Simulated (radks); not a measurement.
Problem. The mean radii <r> (bohr) of the occupied orbitals of an atom or ion are listed with their occupations. Method: non-relativistic Kohn-Sham, LDA (Slater exchange, Perdew-Wang correlation), spin-polarised, spherical densities, point nucleus; computed with a radial shooting solver on a logarithmic mesh with Libxc functionals.

| orbital | occ. | <r> |
|---|---|---|
| 1s down | 1 | 0.03819 |
| 1s up | 1 | 0.03819 |
| 2s up | 1 | 0.1676 |
| 2s down | 1 | 0.1676 |
| 2p up | 3 | 0.1438 |
| 2p down | 3 | 0.1438 |
| 3s up | 1 | 0.4711 |
| 3s down | 1 | 0.4710 |
| 3p up | 3 | 0.4678 |
| 3p down | 3 | 0.4678 |
| 3d up | 5 | 0.4518 |
| 3d down | 5 | 0.4517 |
| 4s up | 1 | 1.241 |
| 4s down | 1 | 1.237 |
| 4p up | 3 | 1.381 |
| 4p down | 3 | 1.376 |
| 5s up | 1 | 3.719 |
| 4d up | 2 | 2.210 |
| 5s down | 1 | 3.881 |

Name the element and its charge. Open shells, if any, are filled with parallel spins first.

Solution. Z = 40, zirconium, charge 0: Zr in [Kr] 4d2 5s2. The 1s radius gives Z: for a bare nucleus <r> = 1.5/Z, 0.0375 bohr for Z = 40, and screening makes it slightly larger (0.03819 here). The occupations add up to 40, and the charge is Z minus that.
